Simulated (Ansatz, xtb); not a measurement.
# Relative energy of two isomers of C5H8BF

Structure I: `CC#CB(F)CC`, a singlet. Structure II: `CCC#CB(C)F`, a singlet. Both are isolated molecules in the gas phase, relaxed with B3LYP-D3(BJ)/def2-SVP; the shapes shown needn't be the lowest conformers.

I (Å):

```xyz
15

C     3.6096   -1.6165   -0.1547
C     2.4849   -0.7107   -0.3286
C     1.5499    0.0587   -0.4812
C    -1.1236    0.5606   -0.1994
C    -1.3080   -0.8375    0.3950
B     0.3304    0.9629   -0.6383
F     0.5072    2.1746   -1.1802
H     4.0191   -1.9187   -1.1329
H     3.3169   -2.5294    0.3889
H     4.4229   -1.1281    0.4070
H    -1.7762    0.7051   -1.0831
H    -1.4649    1.3397    0.5113
H    -1.0033   -1.6182   -0.3201
H    -0.6887   -0.9723    1.2961
H    -2.3553   -1.0317    0.6763
```

II (Å):

```yaml
atoms:
  - { symbol: C, position_ang: [1.9680, -0.0946, -2.2986] }
  - { symbol: C, position_ang: [1.0951, 1.1668, -2.2206] }
  - { symbol: C, position_ang: [-0.3362, 0.8928, -2.1564] }
  - { symbol: C, position_ang: [-1.5312, 0.6480, -2.1032] }
  - { symbol: C, position_ang: [-3.5691, -1.1752, -2.0569] }
  - { symbol: B, position_ang: [-3.0134, 0.2912, -2.0384] }
  - { symbol: F, position_ang: [-3.8976, 1.2944, -1.9628] }
  - { symbol: H, position_ang: [3.0337, 0.1774, -2.3445] }
  - { symbol: H, position_ang: [1.8123, -0.7349, -1.4173] }
  - { symbol: H, position_ang: [1.7235, -0.6865, -3.1936] }
  - { symbol: H, position_ang: [1.3752, 1.7692, -1.3378] }
  - { symbol: H, position_ang: [1.2872, 1.8170, -3.0930] }
  - { symbol: H, position_ang: [-4.2450, -1.3026, -2.9218] }
  - { symbol: H, position_ang: [-4.1904, -1.3498, -1.1602] }
  - { symbol: H, position_ang: [-2.7889, -1.9473, -2.1033] }
```

Quicker runs give these differences E(II) − E(I): GFN2-xTB −0.067 eV; HF/STO-3G −0.073 eV (at GFN2-xTB geometries); r2SCAN-D4/def2-SVP −0.056 eV (at GFN2-xTB geometries).

**Question.** Estimate E(II) − E(I) at the level CCSD(T)/def2-SVP + ΔMP2/def2-TZVPP.

**Answer.** Too close to call at this level: CCSD(T)/def2-SVP + ΔMP2/def2-TZVPP gives E(II) − E(I) = −0.074 eV.

The same difference at several levels:

```
                             level               geometry  E(II) − E(I) (eV)  departure from the last row (eV)  job, with rough time for the two
                          GFN2-xTB               GFN2-xTB              −0.067                            +0.008              optimisation, 0.25 s
                         HF/STO-3G               GFN2-xTB              −0.073                            +0.002              single point, 0.32 s
                r2SCAN-D4/def2-SVP               GFN2-xTB              −0.056                            +0.019               single point, 3.1 s
             B3LYP-D3(BJ)/def2-SVP  B3LYP-D3(BJ)/def2-SVP              −0.049                            +0.025                optimisation, 46 s
                       HF/def2-SVP  B3LYP-D3(BJ)/def2-SVP              −0.082                            −0.008           part of the CCSD(T) run
                      MP2/def2-SVP  B3LYP-D3(BJ)/def2-SVP              −0.072                            +0.003           part of the CCSD(T) run
                  CCSD(T)/def2-SVP  B3LYP-D3(BJ)/def2-SVP              −0.068                            +0.007                      single point
CCSD(T)/def2-SVP + ΔMP2/def2-TZVPP  B3LYP-D3(BJ)/def2-SVP              −0.074                                                  single point, 72 s
```

As drawn, both hold the same kinds of bond in the same numbers.

The largest departure from CCSD(T)/def2-SVP + ΔMP2/def2-TZVPP is that of B3LYP-D3(BJ)/def2-SVP, 0.025 eV. The last row adds to CCSD(T) the change of the MP2 difference between the two basis sets, here −0.007 eV.

With thermal terms from frequencies at re-optimised GFN2-xTB minima (ideal gas, soft modes damped towards free rotors, one conformer each, 298.15 K, 1 atm): on the last row, ΔE + ΔZPE = −0.075, ΔH = −0.074, ΔG = −0.078 eV.

The correlated steps freeze 7 core orbitals. Run with Ansatz 0.2.0, xtb 6.7.1; the last row on 4 threads of Arm Neoverse V1 on a shared host.
